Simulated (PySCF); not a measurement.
Species: 4-chlorobenzoic acid, C7H5ClO2.
SMILES: `O=C(O)c1ccc(Cl)cc1`

Torsions of this conformer, `[O:1]=[C:2]([OH:3])[c:4]1[cH:5][cH:6][c:7]([Cl:8])[cH:9][cH:10]1`: O1–C2–C4–C5 179°, H–O3–C2–O1 0°.

The closed-shell ground state was solved at several levels (PySCF, density fitting, gas phase, non-relativistic). Isolated species at its PBE0-D3(BJ)/def2-SVP geometry (one conformer only).

```
            level  basis functions  total energy (Eh)  HOMO (eV)  LUMO (eV)  gap (eV)  dipole (D)
wB97X-D/def2-SVPD              253          -879.8590      -9.31      -0.15      9.16        1.50
      HF/pcSseg-1              202          -877.1440      -9.68       1.77     11.45        1.58
```

(1) What might PBE0/pcSseg-1 (202 basis functions) give for the same quantities?

(2) Over all these levels, which gives the widest orbital gap and which the narrowest?

(3) How far do the dipole and the HOMO energy spread over the levels?

Answers

(1) Total energy -879.7391 Eh, HOMO -7.57 eV, LUMO -1.75 eV, gap 5.82 eV, dipole 1.46 D.

(2) HF/pcSseg-1 (Hartree–Fock, all exact exchange) has the widest, 11.45 eV, and PBE0/pcSseg-1 (global hybrid, 25 % exact exchange) the narrowest, 5.82 eV. The two share the basis. From the narrowest to the widest the HOMO moves by -2.11 eV and the LUMO by +3.52 eV. The HOMO need not be the same orbital at Hartree–Fock and at DFT levels.

(3) The dipole runs from 1.46 to 1.58 D (mean 1.52 D) and the HOMO from -9.68 to -7.57 eV.

The pairwise dispersion term of wB97X-D wasn't added to the energies; at a given geometry it leaves orbitals and properties as they are.
